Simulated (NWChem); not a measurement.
# SiH4O2; SMILES O[SiH2]O

```xyz
7

Si     0.0000     0.0000    -0.4255
O     -1.3853     0.0511     0.4893
O      1.3853    -0.0511     0.4893
H     -0.0651     1.2367    -1.2500
H      0.0651    -1.2367    -1.2500
H     -1.5866    -0.7328     1.0090
H      1.5866     0.7328     1.0090
```
Atoms are numbered in this order, from 1.

Program: NWChem. Pople sets run with spherical d functions. All runs use the structure optimised with PBE0/def2-SVP. Isotropic polarisability at PBE0/6-31+G*. A Cauchy series cut after its second term is a line in ω².

```csv
row,ω² (10⁻³ Ha²),α (bohr³)
static,0.00,30.67
1065 nm,1.83,30.92
589 nm,5.98,31.50
400 nm,12.97,withheld
```

Problem. Fit a straight line of the last column on the one before it, predict the withheld value, and compare with the run.

Solution. 
1. Means of the 3 shown rows: x = 2.603, y = 31.030. Slope Σ(x − x̄)(y − ȳ)/Σ(x − x̄)² = 2.609/18.78 = 0.1390; intercept 30.668.
2. The shown rows scatter about the line by 0.002 (root mean square); the largest residual is 0.00, at 1065 nm.
3. At x = 12.97 (400 nm; beyond the shown range) the line gives 32.47.
4. The run gives 32.55, +0.08 from the line. The intercept estimates α(0), and the slope, 139 bohr³/Ha², the next Cauchy moment.
